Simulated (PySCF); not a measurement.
Mg(OH2)6 (H12MgO6), SMILES [OH2]->[Mg+2](<-[OH2])(<-[OH2])(<-[OH2])(<-[OH2])<-[OH2] (connectivity only; charge and spin as stated), charge +2, multiplicity 1.

Coordinates come from a B3LYP-D3(BJ)/def2-SVP optimisation. The isomer is the one that the SMILES or the coordinates give; other isomers of the formula were not compared.

Computed with B3LYP-D3(BJ)/def2-SVP in PySCF.

Frequencies are harmonic and unscaled.

Modes within 1.5 cm⁻¹ of each other (mostly degenerate sets) share a row, with their intensities summed.

```json
[
 {"mode": "1–3", "ν (cm⁻¹)": "99", "IR (km/mol)": "12.9", "moving atoms (share of kinetic energy)": "O 82 %, H 18 %"},
 {"mode": "4–6", "ν (cm⁻¹)": "121", "IR (km/mol)": "0.0", "moving atoms (share of kinetic energy)": "O 82 %, H 18 %"},
 {"mode": "7–9", "ν (cm⁻¹)": "157", "IR (km/mol)": "5.9", "moving atoms (share of kinetic energy)": "O 61 %, Mg 21 %, H 18 %"},
 {"mode": "10–11", "ν (cm⁻¹)": "228", "IR (km/mol)": "0.0", "moving atoms (share of kinetic energy)": "H 100 %"},
 {"mode": "12–13", "ν (cm⁻¹)": "276", "IR (km/mol)": "0.0", "moving atoms (share of kinetic energy)": "O 88 %, H 12 %"},
 {"mode": "14–16", "ν (cm⁻¹)": "288", "IR (km/mol)": "0.0", "moving atoms (share of kinetic energy)": "H 98 %"},
 {"mode": "17", "ν (cm⁻¹)": "334", "IR (km/mol)": "0.0", "moving atoms (share of kinetic energy)": "O 88 %, H 12 %"},
 {"mode": "18–20", "ν (cm⁻¹)": "378", "IR (km/mol)": "0.0", "moving atoms (share of kinetic energy)": "H 88 %, O 12 %"},
 {"mode": "21–23", "ν (cm⁻¹)": "397", "IR (km/mol)": "862.2", "moving atoms (share of kinetic energy)": "H 67 %, Mg 18 %, O 14 %"},
 {"mode": "24–27", "ν (cm⁻¹)": "422", "IR (km/mol)": "240.4", "moving atoms (share of kinetic energy)": "H 42 %, O 36 %, Mg 22 %"},
 {"mode": "28–30", "ν (cm⁻¹)": "537", "IR (km/mol)": "0.0", "moving atoms (share of kinetic energy)": "H 85 %, O 15 %"},
 {"mode": "31–33", "ν (cm⁻¹)": "568", "IR (km/mol)": "1411.5", "moving atoms (share of kinetic energy)": "H 65 %, Mg 20 %, O 14 %"},
 {"mode": "34–38", "ν (cm⁻¹)": "1633", "IR (km/mol)": "732.8", "moving atoms (share of kinetic energy)": "H 92 %, O 8 %"},
 {"mode": "39", "ν (cm⁻¹)": "1637", "IR (km/mol)": "0.0", "moving atoms (share of kinetic energy)": "H 92 %"},
 {"mode": "40–41", "ν (cm⁻¹)": "3766", "IR (km/mol)": "0.0", "moving atoms (share of kinetic energy)": "H 96 %"},
 {"mode": "42–44", "ν (cm⁻¹)": "3768", "IR (km/mol)": "758.4", "moving atoms (share of kinetic energy)": "H 96 %"},
 {"mode": "45", "ν (cm⁻¹)": "3776", "IR (km/mol)": "0.0", "moving atoms (share of kinetic energy)": "H 96 %"},
 {"mode": "46–51", "ν (cm⁻¹)": "3843", "IR (km/mol)": "1238.1", "moving atoms (share of kinetic energy)": "H 93 %"}
]
```
